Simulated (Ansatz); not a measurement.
MgSiH₄BrCl, singlet: a relaxation.

Input (in.yaml):

```yaml
crystal:
  periodic: [false, false, false]
  atoms:
    - {symbol: Mg, position_ang: [-0.758861, -1.233463, -0.372133]}
    - {symbol: Br, position_ang: [0.481053, -1.423555, 2.225303]}
    - {symbol: Cl, position_ang: [-1.920432, -2.977195, -1.078515]}
    - {symbol: H, position_ang: [0.528252, -0.447040, 1.465821]}
    - {symbol: Si, position_ang: [0.252556, 1.111223, -0.511950]}
    - {symbol: H, position_ang: [1.165050, 1.217334, -1.718318]}
    - {symbol: H, position_ang: [1.085603, 1.638074, 0.653139]}
    - {symbol: H, position_ang: [-0.833122, 2.114822, -0.663347]}
basis:
  gaussian: {orbitals: def2-TZVP}
hamiltonian: {xc: pbe0, dispersion: d4}
relax: {f_tol: 0.005, max_steps: 200}
```

Command:

```bash
ansatz run in.yaml --threads 8 --pin off --events-out ev --progress --plain --max-ram 19148MiB
```

The run's output (Ansatz 0.2.0):

```
Functional definition: PBE0
  name "PBE0"
  cite "Adamo & Barone, J. Chem. Phys. 110, 6158 (1999) doi:10.1063/1.478522"
  cite "Perdew, Burke & Ernzerhof, Phys. Rev. Lett. 77, 3865 (1996) doi:10.1103/PhysRevLett.77.3865"
  parent pbe
  parameter a = 0.25
  parameter kappa = 0.804
  parameter beta = 0.06672455060314922
  exchange = (1 - a)*pbe_x(kappa = kappa, mu = beta*pi^2/3) + a*exact_x
  correlation = pbe_c(beta = beta)
1413 factors; their error is unknown
mean field evaluation 1: about -95937.4092 eV, gradient 2.3e1 eV
mean field evaluation 2: about -95937.5770 eV, gradient 2.5e1 eV
mean field evaluation 4: about -95939.0755 eV, gradient 8.8e-1 eV
mean field evaluation 8: about -95939.6034 eV, gradient 4.2e-1 eV
mean field evaluation 16: about -95939.6035 eV, gradient 7.4e-5 eV
mean field -95939.60348795 eV, -3525.7153979834 hartree, gradient 7.4e-5 eV, S^2 0.000000; 0 other end points of the search recorded, 0 dependent functions left out
the calculation of the forces begins
reference -95939.60352373 eV, -3525.7153992982 hartree; 41, 41 occupied and 137, 137 virtual orbitals, 1413 factors
relax step   1: F+E_penalty+E_count = -95939.75903643 eV  Δ(F+E_penalty+E_count) = +0.000e0 eV  max|allowed force component| = 6.645e0 eV/Å  Δτ_max = 0.0000 Å  (25 SCF iters, accepted)
relax step   2: F+E_penalty+E_count = -95940.54640312 eV  Δ(F+E_penalty+E_count) = -7.874e-1 eV  max|allowed force component| = 1.210e0 eV/Å  Δτ_max = 0.1984 Å  (33 SCF iters, accepted)
relax step   3: F+E_penalty+E_count = -95940.60838740 eV  Δ(F+E_penalty+E_count) = -6.198e-2 eV  max|allowed force component| = 8.275e-1 eV/Å  Δτ_max = 0.1932 Å  (27 SCF iters, accepted)
relax step   4: F+E_penalty+E_count = -95940.59723313 eV  Δ(F+E_penalty+E_count) = +1.115e-2 eV  max|allowed force component| = 8.170e-1 eV/Å  Δτ_max = 0.2000 Å  (26 SCF iters, rejected (line search))
relax step   5: F+E_penalty+E_count = -95940.65436924 eV  Δ(F+E_penalty+E_count) = -4.598e-2 eV  max|allowed force component| = 8.967e-2 eV/Å  Δτ_max = 0.0993 Å  (28 SCF iters, accepted)
relax step   6: F+E_penalty+E_count = -95940.66995345 eV  Δ(F+E_penalty+E_count) = -1.558e-2 eV  max|allowed force component| = 8.895e-2 eV/Å  Δτ_max = 0.0968 Å  (27 SCF iters, accepted)
relax step   7: F+E_penalty+E_count = -95940.67344414 eV  Δ(F+E_penalty+E_count) = -3.491e-3 eV  max|allowed force component| = 1.414e-1 eV/Å  Δτ_max = 0.1454 Å  (28 SCF iters, accepted)
relax step   8: F+E_penalty+E_count = -95940.67794307 eV  Δ(F+E_penalty+E_count) = -4.499e-3 eV  max|allowed force component| = 3.352e-2 eV/Å  Δτ_max = 0.0880 Å  (28 SCF iters, accepted)
relax step   9: F+E_penalty+E_count = -95940.67863204 eV  Δ(F+E_penalty+E_count) = -6.890e-4 eV  max|allowed force component| = 3.460e-2 eV/Å  Δτ_max = 0.0395 Å  (28 SCF iters, accepted)
relax step  10: F+E_penalty+E_count = -95940.67946007 eV  Δ(F+E_penalty+E_count) = -8.280e-4 eV  max|allowed force component| = 5.232e-2 eV/Å  Δτ_max = 0.0879 Å  (28 SCF iters, accepted)
relax step  11: F+E_penalty+E_count = -95940.67988547 eV  Δ(F+E_penalty+E_count) = -4.254e-4 eV  max|allowed force component| = 8.439e-2 eV/Å  Δτ_max = 0.0817 Å  (28 SCF iters, accepted)
relax step  12: F+E_penalty+E_count = -95940.68012052 eV  Δ(F+E_penalty+E_count) = -2.350e-4 eV  max|allowed force component| = 6.719e-2 eV/Å  Δτ_max = 0.0068 Å  (30 SCF iters, accepted)
relax step  13: F+E_penalty+E_count = -95940.68030192 eV  Δ(F+E_penalty+E_count) = -1.814e-4 eV  max|allowed force component| = 3.899e-2 eV/Å  Δτ_max = 0.0287 Å  (29 SCF iters, accepted)
relax step  14: F+E_penalty+E_count = -95940.68039380 eV  Δ(F+E_penalty+E_count) = -9.187e-5 eV  max|allowed force component| = 8.406e-3 eV/Å  Δτ_max = 0.0325 Å  (29 SCF iters, accepted)
relax step  15: F+E_penalty+E_count = -95940.68038657 eV  Δ(F+E_penalty+E_count) = +7.227e-6 eV  max|allowed force component| = 4.200e-3 eV/Å  Δτ_max = 0.0131 Å  (30 SCF iters, rejected (line search))
relax step  16: F+E_penalty+E_count = -95940.68040434 eV  Δ(F+E_penalty+E_count) = -1.054e-5 eV  max|allowed force component| = 8.485e-4 eV/Å  Δτ_max = 0.0064 Å  (30 SCF iters, accepted)
relax step  17: F+E_penalty+E_count = -95940.68040541 eV  Δ(F+E_penalty+E_count) = -1.070e-6 eV  max|allowed force component| = 1.239e-3 eV/Å  Δτ_max = 0.0057 Å  (29 SCF iters, accepted)
Total energy: -95940.68044177 eV, -3525.7549753063 hartree
Atom 0 at    -0.793579    -1.156813    -0.513811 Å, force    -0.000241    -0.000654     0.000042 eV/Å
Atom 1 at     0.250470    -1.748244     2.069307 Å, force     0.000588     0.001239    -0.000023 eV/Å
Atom 2 at    -1.847895    -3.058318    -0.867788 Å, force     0.000181     0.000563    -0.000074 eV/Å
Atom 3 at     0.881037    -0.469941     2.152301 Å, force    -0.000482    -0.001109     0.000035 eV/Å
Atom 4 at     0.190333     1.204258    -0.712812 Å, force    -0.000184    -0.000386     0.000011 eV/Å
Atom 5 at     1.157318     1.403107    -1.833615 Å, force     0.000066     0.000060    -0.000035 eV/Å
Atom 6 at     0.972514     1.518658     0.532570 Å, force     0.000078     0.000183     0.000083 eV/Å
Atom 7 at    -0.810098     2.307492    -0.826152 Å, force    -0.000005     0.000104    -0.000040 eV/Å
Dipole moment:     0.377326     0.239803     0.524208 e Å

[the SCF lines of later steps are left out]
```

The lines “mean field evaluation” count trial sets of orbitals through the whole run, from several starts and some on an approximate energy, so they need not fall steadily or lie above the final value.

Hardware: 8 CPU threads of an Arm Neoverse V1, shared host. Wall time about 38 s.
